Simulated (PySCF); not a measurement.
BH4, SMILES [BH4-], charge -1. Atoms are numbered in the order given.

```xyz
5

B      0.0000     0.0000     0.0000
H      0.7170    -0.7170    -0.7170
H     -0.7170    -0.7170     0.7170
H     -0.7170     0.7170    -0.7170
H      0.7170     0.7170     0.7170
```
Charge -1, spin multiplicity 1.

The structure is a stationary point at ωB97X-D3(BJ)/def2-TZVPD.

Calculation: PySCF with ωB97X-D3(BJ)/def2-TZVPD.

Harmonic, unscaled wavenumbers; measured fundamentals usually lie a few per cent lower.

Modes within 1.5 cm⁻¹ of each other (mostly degenerate sets) share a row, with their intensities summed.

Computed normal modes with their intensities:
```tsv
mode	ν (cm⁻¹)	IR (km/mol)	moving atoms (share of kinetic energy)
1–3	1093	139.9	H 83 %, B 17 %
4–5	1204	0.0	H 100 %
6–8	2253	1833.7	H 90 %, B 10 %
9	2272	0.0	H 100 %
```
